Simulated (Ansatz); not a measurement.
Molecule: CH6Ge, net charge 0, singlet state. SMILES: [CH3][GeH3]
Structure (B3LYP-D3(BJ)/def2-TZVP (Ansatz, a first-principles code) minimum search):
```xyz
8

C      1.5702     0.1094     0.0435
Ge    -0.3901    -0.0272    -0.0108
H      2.0058    -0.8449     0.3378
H      1.8746     0.8694     0.7623
H      1.9557     0.3820    -0.9383
H     -0.8245    -1.1012    -1.0263
H     -1.0098     1.3206    -0.4267
H     -0.9391    -0.4126     1.3761
```

Quantity: atomisation energy (electronic, to ground-state atoms), in eV. Correlated levels leave the core frozen unless marked. UHF or UKS for open shells. Spin-orbit coupling is left out. Frozen are the shells of the preceding noble gas and the d and f shells that filled before the atom's block. Non-relativistic. The coupled-cluster limit lacks core correlation, which all-electron functionals hold. Basis-set limits of correlation are two-point, X^-3; Hartree-Fock from the larger set (for Q and 5 zeta extrapolated as (X+1)exp(-9√X)).

```json
[
 {"level": "PBE-D4/def2-TZVPD", "program": "Ansatz + dftd4", "atomisation energy (eV)": "25.76"},
 {"level": "revPBE-D4/def2-TZVPD", "program": "Ansatz + dftd4", "atomisation energy (eV)": "(withheld)"},
 {"level": "PBE0-D4/def2-TZVP", "program": "Ansatz + dftd4", "atomisation energy (eV)": "(withheld)"},
 {"level": "HSE06-D4/def2-TZVPD", "program": "Ansatz + dftd4", "atomisation energy (eV)": "(withheld)"},
 {"level": "wB97M-V/def2-TZVPD", "program": "Ansatz", "atomisation energy (eV)": "(withheld)"},
 {"level": "B2GP-PLYP-D4/def2-TZVPD", "program": "Ansatz + dftd4", "atomisation energy (eV)": "25.42"},
 {"level": "SCS-MP2/6-31G", "program": "Ansatz", "atomisation energy (eV)": "22.11"},
 {"level": "CCSD/6-31G", "program": "Ansatz", "atomisation energy (eV)": "22.25"},
 {"level": "CCSD/cc-pVTZ", "program": "Ansatz", "atomisation energy (eV)": "25.13"},
 {"level": "CCSD(T)/CBS(cc-pVQZ,cc-pV5Z)", "program": "Ansatz", "atomisation energy (eV)": "25.83"}
]
```

Q: Complete the blanks.

A: 
- revPBE-D4/def2-TZVPD, atomisation energy (eV): 25.35
- PBE0-D4/def2-TZVP, atomisation energy (eV): 25.68
- HSE06-D4/def2-TZVPD, atomisation energy (eV): 25.69
- wB97M-V/def2-TZVPD, atomisation energy (eV): 25.80
